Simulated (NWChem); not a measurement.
System: TiCl$_{4}$, triplet; SMILES of the neutral closed-shell parent [Cl][Ti]([Cl])([Cl])[Cl]

Input file for NWChem:

```
start job
memory heap 200 mb stack 900 mb global 1100 mb
geometry units angstroms noautosym noautoz
  Ti    -0.000079     0.000045     0.000157
  Cl     1.767818    -0.571850    -1.174068
  Cl     0.609608     0.480637     2.056209
  Cl    -0.947742     1.760317    -0.913071
  Cl    -1.429598    -1.669107     0.030962
end
basis spherical
  * library def2-svp
end
dft
  odft
  mult 3
  xc pbe0
  iterations 150
end
driver
  maxiter 120
end
task dft optimize
```

Parts of the log:

```
             Northwest Computational Chemistry Package (NWChem) 7.3.0
             --------------------------------------------------------

                             Geometry "geometry" -> ""
                             -------------------------

 Output coordinates in angstroms (scale by  1.889725989 to convert to a.u.)

  No.       Tag          Charge          X              Y              Z
 ---- ---------------- ---------- -------------- -------------- --------------
    1 Ti                  22.0000    -0.00007593     0.00003457     0.00011258
    2 Cl                  17.0000     1.76782107    -0.57186043    -1.17411242
    3 Cl                  17.0000     0.60961107     0.48062657     2.05616458
    4 Cl                  17.0000    -0.94773893     1.76030657    -0.91311542
    5 Cl                  17.0000    -1.42959493    -1.66911743     0.03091758

 Effective nuclear repulsion energy (a.u.)     615.8501583058

                           NWChem Geometry Optimization
                           ----------------------------

 maximum gradient threshold         (gmax) =   0.000450
 rms gradient threshold             (grms) =   0.000300
 maximum cartesian step threshold   (xmax) =   0.001800
 rms cartesian step threshold       (xrms) =   0.001200
 fixed trust radius                (trust) =   0.300000
 source of zmatrix                         =

          -------------------
          Energy Minimization
          -------------------

 Using diagonal initial Hessian

          --------
          Step   0

                                 NWChem DFT Module
                                 -----------------

 Summary of "ao basis" -> "ao basis" (spherical)
 ------------------------------------------------------------------------------
       Tag                 Description            Shells   Functions and Types
 ---------------- ------------------------------  ------  ---------------------
 Ti                         def2-svp                11       31   5s3p2d1f
 Cl                         def2-svp                 8       18   4s3p1d

            General Information
            -------------------
          SCF calculation type: DFT
          Wavefunction type:  spin polarized.
          No. of atoms     :     5
          No. of electrons :    90
           Alpha electrons :    46
            Beta electrons :    44
          Charge           :     0
          Spin multiplicity:     3
          Use of symmetry is: off; symmetry adaption is: off
          Maximum number of iterations: 150
          AO basis - number of functions:   103
                     number of shells:    43
          Convergence on energy requested:  1.00D-06
          Convergence on density requested:  1.00D-05
          Convergence on gradient requested:  5.00D-04

              XC Information
              --------------
                         PBE0 Method XC Functional
                     Hartree-Fock (Exact) Exchange  0.250
          PerdewBurkeErnzerhof Exchange Functional  0.750
            Perdew 1991 LDA Correlation Functional  1.000 local
           PerdewBurkeErnz. Correlation Functional  1.000 non-local

             Grid Information
             ----------------
          Grid used for XC integration:  medium
          Radial quadrature: Mura-Knowles
          Angular quadrature: Lebedev.
          Tag              B.-S. Rad. Rad. Pts. Rad. Cut. Ang. Pts.
          ---              ---------- --------- --------- ---------
          Ti                  1.40      112          10.0       590
          Cl                  1.00       88           9.0       590
          Grid pruning is: on
          Number of quadrature shells:   464
          Spatial weights used:  Erf1

      Superposition of Atomic Density Guess
      -------------------------------------

 Sum of atomic energies:       -2685.55262338

      Non-variational initial energy
      ------------------------------

 Total energy =   -2685.850810
 1-e energy   =   -4931.128697
 2-e energy   =    1629.427729
 HOMO         =      -0.446207
 LUMO         =       0.019563

[...]

      ----------------------
      Optimization converged
      ----------------------

  Step       Energy      Delta E   Gmax     Grms     Xrms     Xmax
  ---- ---------------- -------- -------- -------- -------- --------
@   19   -2688.95053447 -3.8D-07  0.00011  0.00006  0.00041  0.00075
                                     ok       ok       ok       ok

                         Geometry "geometry" -> "geometry"
                         ---------------------------------

 Output coordinates in angstroms (scale by  1.889725989 to convert to a.u.)

  No.       Tag          Charge          X              Y              Z
 ---- ---------------- ---------- -------------- -------------- --------------
    1 Ti                  22.0000    -0.04460285     0.31019018     0.15746386
    2 Cl                  17.0000     1.39499515    -1.04581114    -1.15410381
    3 Cl                  17.0000     0.59490310     0.59591828     2.22943216
    4 Cl                  17.0000    -0.97291341     1.96575042    -0.92858246
    5 Cl                  17.0000    -0.97235966    -1.82605791    -0.30424286

 Effective nuclear repulsion energy (a.u.)     605.5014754944

 ==============================================================================
                                internuclear distances
 ------------------------------------------------------------------------------
       center one      |      center two      | atomic units |  angstroms
 ------------------------------------------------------------------------------
    2 Cl               |   1 Ti               |     4.48442  |     2.37306
    3 Cl               |   1 Ti               |     4.13313  |     2.18716
    4 Cl               |   1 Ti               |     4.13247  |     2.18681
    5 Cl               |   1 Ti               |     4.48684  |     2.37433
 ------------------------------------------------------------------------------
                         number of included internuclear distances:          4
 ==============================================================================
```

Level: PBE0/def2-SVP, spin-unrestricted. Not confirmed as a minimum by frequencies. This spin state was assumed; another may lie lower.
